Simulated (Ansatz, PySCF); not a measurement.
Pair of molecules: H2O (SMILES O) (first 3 atoms) with CHN (SMILES C#N); geometry from B3LYP-D3(BJ)/def2-TZVP, rigid monomers moved along the line of their centres of mass till H3···N5 is 3.80 Å.
(charge 0, multiplicity 1):
```xyz
6

O     -0.14302     0.06523    -0.65726
H      0.79134    -0.06066    -0.84780
H     -0.20066     0.07223     0.30791
C     -0.33442     0.08485     5.24357
N     -0.19427     0.06723     4.10796
H     -0.46615     0.10138     6.30244
```

Counterpoise-corrected where a basis set is named; no monomer relaxation.

Frozen-core correlation. CBS(a, b) extrapolates the correlation energy as X⁻³ and adds the Hartree–Fock energy of set b.

The values were computed with Ansatz (Gaussian orbitals); PySCF for the dispersion terms. Values without a source in brackets are computed.

PBE/def2-TZVPPD gives -46.3 meV for the interaction energy.

Problem. Predict the shift from PBE, with its sign, for: PBE-D3(BJ)/def2-TZVPPD, r2SCAN/def2-TZVPPD, B3LYP/def2-TZVPPD, wB97M-V/def2-TZVPPD, MP2/CBS(aug-cc-pVDZ, aug-cc-pVTZ), CCSD(T)/CBS(aug-cc-pVDZ, aug-cc-pVTZ).

Solution. PBE-D3(BJ)/def2-TZVPPD -3.5; r2SCAN/def2-TZVPPD 0.7; B3LYP/def2-TZVPPD 2.9; wB97M-V/def2-TZVPPD -2.5; MP2/CBS(aug-cc-pVDZ, aug-cc-pVTZ) -4.0; CCSD(T)/CBS(aug-cc-pVDZ, aug-cc-pVTZ) -2.8 meV. 2 of 6 lie above PBE; the widest gap is to MP2/CBS(aug-cc-pVDZ, aug-cc-pVTZ).

Ansatz is a quantum-chemistry and plane-wave program.
